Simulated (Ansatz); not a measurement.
Reaction (ligand exchange at the Si–N bond): `C[SiH2]/N=C/F` + `C[SeH]` → `C[SiH2][Se]C` + `N=CF`

Isolated molecules relaxed with PBE0-D4/def2-TZVP in Ansatz; ΔE leaves out vibrations. CBS: MP2 limit from def2 TZ/QZ plus the TZ coupled-cluster correction, frozen cores. This one scheme is used for every species. Functionals use def2-TZVPP. B3LYP here is the variant with VWN-RPA as its local correlation; programs differ in this. HSE06 is defined as in plane-wave codes. For Se outer-core shells are correlated without core-valence functions, which leaves a few kJ/mol of doubt a bond. Scalar relativity is left out up to krypton. Each species was taken in one conformer, which may not be the lowest.

Task: Is it downhill or uphill in electronic energy at CCSD(T)/CBS, and by how much? (An estimate is asked.)

Result: The calculation gave: Downhill: ΔE = -12.0 kJ/mol.

Task: What do these levels give: revPBE-D4, B3LYP-D4, HSE06-D4, CAM-B3LYP-D4, ωB97M-V, PBE-QIDH, r2SCAN, HSE06, MP2/def2-SVP, CCSD(T)/def2-SVP, MP2/def2-TZVPP, HF/def2-QZVPP? (Best estimate.)

Result: Ansatz gave: revPBE-D4 -15.5, B3LYP-D4 -6.1, HSE06-D4 -14.7, CAM-B3LYP-D4 -1.0, ωB97M-V -7.0, PBE-QIDH -10.6, r2SCAN -7.9, HSE06 -11.7, MP2/def2-SVP -8.9, CCSD(T)/def2-SVP -8.8, MP2/def2-TZVPP -8.9, HF/def2-QZVPP 4.2 kJ/mol.

Largest T1 diagnostic among the species: 0.013.

Leaving LDA and LC-ωPBE aside and taking each functional with its dispersion term where it has one, the values spread over 14.5 kJ/mol, from revPBE-D4 to CAM-B3LYP-D4. The D4 term adds −5.5 kJ/mol with B3LYP and −3.1 kJ/mol with PBE0; it sums over pairs of atoms, weighted by their polarisabilities, and B3LYP, whose exchange is more repulsive, gets the larger term.
